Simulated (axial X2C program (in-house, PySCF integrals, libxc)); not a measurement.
**NaPd⁺: cheaper levels and CCSD(T), with spin–orbit coupling**

All values were computed with an axial X2C code built on PySCF integrals. Two-component (2c) means X2C with spin–orbit coupling and atomic mean-field two-electron Coulomb and Gaunt terms. Basis: Pd dyall-cv3z [12s12p8d5f3g], Na dyall-cv3z [9s8p5d2f] (cores contracted in-house); Gaussian nuclei, density fitting, unrestricted open shells. Masses: Pd 105.903 u, Na 22.990 u.

State: Ω = 0 (closed shell); fragments Pd + Na+.

```tsv
level	Re (Å)	ωe (cm⁻¹)	De (eV)
PBE0	2.870	132.5	0.459
HF	2.906	115.9	n/a
MP2	2.942	123.6	0.358
CCSD	2.909	125.5	0.328
B3LYP	2.884	131.8	0.476
```

Correlated methods: 10 electrons correlated (number of frozen shells: Pd 4 s, 3 p, 1 d; Na 2 s, 1 p), 312 virtual spin orbitals or spinors in MP2, 90 natural virtuals in coupled cluster.

CCSD(T), same Hamiltonian and basis:

Re = 2.926 Å, ωe = 126.8 cm⁻¹, De = 0.36 eV; T1 = 0.014 (Lee–Taylor normalisation).

(1) Give the differences from CCSD(T) in the columns below.

One determinant describes the state; a PBE0 search over occupations chose it and may have missed a lower one. The closed shell is kept restricted, so the energy runs too high when the bond is stretched far. De is counted from the lowest determinant-based energies of the atoms at the same level, without counterpoise correction. De is not given where an atomic determinant may have missed its ground term or J level, or where the truncated virtual space spoils (T). Coupled cluster ran in a truncated set of natural virtual spinors; the MP2 energy of the rest was added. (T) has no such correction and the atoms are truncated less, which lowers De at CCSD(T) by a hundredth of an eV or more. With the outer-core shells frozen, correlated bond lengths of heavy atoms tend to come out a few hundredths of an ångström too long.

Results:

(1) 

```
level  ΔRe (Å)  Δωe (cm⁻¹)  ΔDe (eV)
 PBE0   -0.056         5.7      0.10
   HF   -0.020       -10.9       n/a
  MP2    0.016        -3.2      0.00
 CCSD   -0.017        -1.3     -0.03
B3LYP   -0.042         5.0      0.12
```
